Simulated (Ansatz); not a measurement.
`[OH][Ge]([OH])([F])[SiH3]` + `[F][GaH][O][SiH3]` → `[OH][Ge]([F])([F])[SiH3]` + `[OH][GaH][O][SiH3]`  (redistribution)

Calculated with Ansatz (gas phase, PBE0-D4/def2-TZVP geometries, no zero-point term in ΔE). CCSD(T)/CBS is the MP2 limit (def2-TZVPP, def2-QZVPP) plus CCSD(T) − MP2 in def2-TZVPP, frozen cores. Functionals use def2-TZVPP. B3LYP here is the variant with VWN-RPA as its local correlation; programs differ in this. HSE06 is defined as in plane-wave codes. For Ga, Ge outer-core shells are correlated without core-valence functions, which leaves a few kJ/mol of doubt a bond. Scalar relativity is left out up to krypton. One conformer a species, not always the lowest.

Question: Is it downhill or uphill in electronic energy at CCSD(T)/CBS, and by how much? (An estimate is asked.)

Answer: Computed: Downhill: ΔE = -3.8 kJ/mol.

Question: What do these levels give: revPBE-D4, HSE06-D4, B3LYP, HF/def2-SVP, SCS-MP2/def2-TZVPP, CCSD(T)/def2-TZVPP? (Best estimate.)

Answer: Computed: revPBE-D4 -3.2, HSE06-D4 -2.5, B3LYP -2.5, HF/def2-SVP 6.2, SCS-MP2/def2-TZVPP -2.2, CCSD(T)/def2-TZVPP -2.7 kJ/mol.

Question: What do rigid-rotor, harmonic-oscillator terms from PBE0-D4/def2-TZVP frequencies (298.15 K, 1 bar) make of the CCSD(T)/CBS value? (Best estimate.)

Answer: The calculation gave: ΔZPE = +0.9 kJ/mol, ΔH = -3.5 kJ/mol, ΔS = -9 J/(mol·K), ΔG = -0.9 kJ/mol. Modes under 50 cm⁻¹ make the entropy rough.

Largest T1 diagnostic among the species: 0.014.

Leaving LDA and LC-ωPBE aside and taking each functional with its dispersion term where it has one, the values, not all of them listed here, spread over 2.7 kJ/mol, from B97M-V to BHLYP-D4. At CCSD(T), def2-SVP lies +4.5 kJ/mol from the extrapolated value and def2-TZVPP +1.1 kJ/mol. In def2-TZVPP, CCSD(T) changes the Hartree–Fock value by −3.9 kJ/mol (the triples alone add −0.7 kJ/mol) and MP2 by −3.6 kJ/mol.
